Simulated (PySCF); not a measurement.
## Peak assignment

Structure with atom numbers: `[CH:1]#[C:2][Si@@:3]1([CH3:4])[SiH2:5][SiH2:6][Si@H:7]1[OH:8]`. Hydrogens are named by the atom that carries them. Ha(Si5), Ha(Si6) are cis to O8 on the ring; Hb(Si5), Hb(Si6) are trans to O8 on the ring.

[PySCF: structure optimised with GFN2-xTB; shielding tensors at PBE0/pcSseg-1 (GIAO); non-relativistic; rapidly exchanging positions averaged; no solvent model; single conformer]

Referencing at the same level of theory: $^{13}$C (186.93 ppm), $^{1}$H (31.72 ppm) against TMS.

Q: Assign these signals to the numbered atoms. $^{13}$C{$^{1}$H} NMR (computed): δ 110.7 (CH), 87.9 (C), -1.1 (CH3).

A: 
110.7 → C1, terminal alkyne carbon
87.9 → C2, alkyne carbon: the triple bond shields along its axis, which puts it between sp3 and sp2 carbons
-1.1 → C4, methyl carbon bonded to Si: an electropositive neighbour leaves it electron-rich and shielded

Q: Assign these signals to the numbered atoms. $^{1}$H NMR (400 MHz, computed): δ 6.32 (m, 1H), 4.09 (m, 1H), 4.04 (m, 1H), 3.92 (m, 1H), 3.75 (m, 1H), 2.42 (s, 1H), 0.44 (s, 3H), 0.35 (br s, 1H).

A: 
| δ (ppm) | atoms | environment | reason |
| --- | --- | --- | --- |
| 6.32 | H(Si7) | hydrogen on a silicon bonded to O, 2 Si, in a 4-membered ring | – |
| 4.09 | Ha(Si6) | hydrogen on a silicon bonded to 2 Si, in a 4-membered ring | – |
| 4.04 | Ha(Si5) | hydrogen on a silicon bonded to 2 Si, in a 4-membered ring | – |
| 3.92 | Hb(Si6) | hydrogen on a silicon bonded to 2 Si, in a 4-membered ring | – |
| 3.75 | Hb(Si5) | hydrogen on a silicon bonded to 2 Si, in a 4-membered ring | – |
| 2.42 | H(C1) | hydrogen on a terminal alkyne carbon | it lies on the axis of the triple bond, in its shielding cone |
| 0.44 | H(C4) | hydrogen on a methyl carbon bonded to Si | an electropositive neighbour shields it, as in TMS itself |
| 0.35 | H(O8) | hydrogen on an oxygen bonded to Si | exchangeable, gas-phase position |

Ha(Si6) and Ha(Si5); Ha(Si5) and Hb(Si6); H(C4) and H(O8) lie closer than the usual error of such a calculation, so a measured spectrum could show them in the other order.

OH and NH positions are those of a molecule without intermolecular hydrogen bonds; in solution they move with solvent, concentration and temperature, and exchange usually removes their couplings. Shifts are as computed. Against solution values, carbons near 30 ppm lie about +3 ppm off and those near 130 ppm about +5 ppm. Of 1211 compounds with measured shifts, 218 miss one by over three times the rms of a fit or turn the order of signals round; such compounds aren't used in these exercises. Multiplicities follow the n + 1 count of equivalent neighbours, as no J values were calculated; m marks all less simple cases, F and P coupling included.
